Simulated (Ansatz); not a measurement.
Cost and result up the ladder for the cluster Ag2Te4 (6 atoms). Charge 0, multiplicity 1. Geometry: PBE0-D4/def2-SVP.

```xyz
6

Ag   -1.308   -1.268   -0.441
Ag   -1.043    1.536    0.037
Te   -1.031   -0.291    2.155
Te   -0.180    0.405   -2.369
Te    1.516   -1.072    1.323
Te    2.046    0.690   -0.705
```

Ansatz on 4 threads of Arm Neoverse V2 on a shared host. Times are rough, and most runs start from the orbitals of an earlier one. ωB97M-V/def2-TZVP serves as the yardstick here, not as an exact answer. Differences are given only for rows in sets of like size (and for xTB, whose basis is part of the method), since another set adds its own error. Binding counts from free atoms at the same level (Ag doublet, Te triplet; other spins of the atoms weren't run), without zero-point energy or a counterpoise term.

In the def2 sets Ag, Te take a core potential; there is no spin–orbit coupling. Correlated methods freeze 16 core orbitals; core or outer-core shells of Ag, Te are correlated, in sets that lack core-valence functions. No other spin state of charge 0 was run. The structure comes from a short search, and lower isomers may exist.

Correlated methods converge slowly with the basis.

```csv
level,functions,wall time,binding energy per atom (eV),difference from ωB97M-V/def2-TZVP (eV),remarks
PBE-D4/def2-SVP,166,3.5 s,2.13,–,–
PBE0-D4/def2-SVP,166,7 s,1.99,–,–
PBE-D4/def2-TZVP (with forces),280,8.5 s,2.17,0.22,–
r2SCAN-D4/def2-TZVP,280,15 s,2.03,0.08,–
PBE0-D4/def2-TZVP,280,15 s,2.04,0.09,–
MP2/def2-TZVP,280,18 s,2.03,0.08,test for broken spin undecided
r2SCAN0-D4/def2-TZVP,280,23 s,1.92,-0.03,–
B2PLYP/def2-TZVP,280,26 s,1.86,-0.08,test for broken spin undecided
RPA@PBE/def2-TZVP,280,30 s,1.72,-0.23,–
ωB97M-V/def2-TZVP,280,42 s,1.95,0.00,–
```
